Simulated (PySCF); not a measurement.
MoO₂Cl, SMILES [O]=[Mo+](=[O])[Cl], charge +1, multiplicity 1.

The structure is a stationary point at PBE-D3(BJ)/def2-SVP. The multiplicity is an assumed one; other spin states were not compared. The isomer is the one that the SMILES or the coordinates give; other isomers of the formula were not compared. The def2 effective core potentials stand for the cores of Mo; spin–orbit coupling is left out.

All values below come from TDDFT-ωB97X/def2-SVPD (PySCF).

Vertical excitations. The molecule is in vacuum. State labels are in the subgroup Cs.

| state | symmetry | energy (eV) | λ (nm) | f | main pairs |
|---|---|---|---|---|---|
| S1 | A" | 3.17 | 391 | 0.000 | HOMO−2→LUMO 56 %, HOMO→LUMO 42 % |
| S2 | A" | 3.61 | 344 | 0.002 | HOMO→LUMO 51 %, HOMO−2→LUMO 40 % |
| S3 | A' | 3.83 | 324 | 0.018 | HOMO−1→LUMO 88 % |
| S4 | A" | 4.09 | 303 | 0.000 | HOMO→LUMO+1 76 %, HOMO−2→LUMO+1 15 % |
| S5 | A' | 4.19 | 296 | 0.001 | HOMO−2→LUMO+2 51 %, HOMO→LUMO+2 23 %, HOMO−1→LUMO+1 18 % |
| S6 | A' | 4.35 | 285 | 0.001 | HOMO−3→LUMO 87 % |
| S7 | A' | 4.52 | 275 | 0.013 | HOMO−1→LUMO+1 64 %, HOMO−2→LUMO+2 29 % |
| S8 | A" | 4.55 | 272 | 0.004 | HOMO−2→LUMO+1 73 %, HOMO→LUMO+1 16 % |
| S9 | A" | 4.89 | 253 | 0.001 | HOMO−1→LUMO+2 83 % |
| S10 | A' | 5.10 | 243 | 0.002 | HOMO→LUMO+2 41 %, HOMO−3→LUMO+1 38 %, HOMO−4→LUMO 8 %, HOMO−2→LUMO+2 7 % |
| T1 | A" | 2.97 | 418 | 0 | HOMO−2→LUMO 48 %, HOMO→LUMO 46 % |
| T2 | A' | 3.14 | 394 | 0 | HOMO−1→LUMO 84 % |
| T3 | A" | 3.29 | 377 | 0 | HOMO−2→LUMO 42 %, HOMO→LUMO 38 %, HOMO→LUMO+1 7 % |
| T4 | A" | 3.72 | 333 | 0 | HOMO−2→LUMO+1 60 %, HOMO→LUMO+1 24 % |
Triplets are in the Tamm–Dancoff approximation, which puts them higher than full response would, so one can lie above its singlet here.
